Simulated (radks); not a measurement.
Neutral lithium, 3 electrons, occupied as [He] 2s1.

Calculated with a radial shooting solver on a logarithmic mesh with Libxc functionals: scalar-relativistic Kohn-Sham, exchange-only B88, spin-polarised, spherical densities, point nucleus; open shells are filled with parallel spins first.

Energy parts (hartree):
| part | energy |
|---|---|
| total | -7.42963 |
| kinetic | 7.43118 |
| electron-nucleus | -17.13820 |
| Hartree | 4.04577 |
| exchange | -1.76837 |

Orbitals (lengths in bohr, moments of r in powers of bohr; <r^-3> diverges for s and p1/2; r(90%) holds 90 % of the orbital's charge):
| orbital | occ. | eigenvalue (hartree) | <r> | r(90%) | <r^-3> | <r^4> |
|---|---|---|---|---|---|---|
| 1s up | 1 | -1.87733 | 0.5821 | 1.06 | - | 0.6092 |
| 1s down | 1 | -1.86945 | 0.5809 | 1.05 | - | 0.5930 |
| 2s up | 1 | -0.10924 | 3.841 | 6.04 | - | 570.3 |

The highest occupied level is 2s up at -2.973 eV. The density falls to 0.001 e/bohr^3 at r = 4.16 bohr. Summed over all electrons, <r^2> = 18.48 bohr^2, which gives a Langevin (diamagnetic) susceptibility term of -14.6 x 10^-6 cm^3/mol.
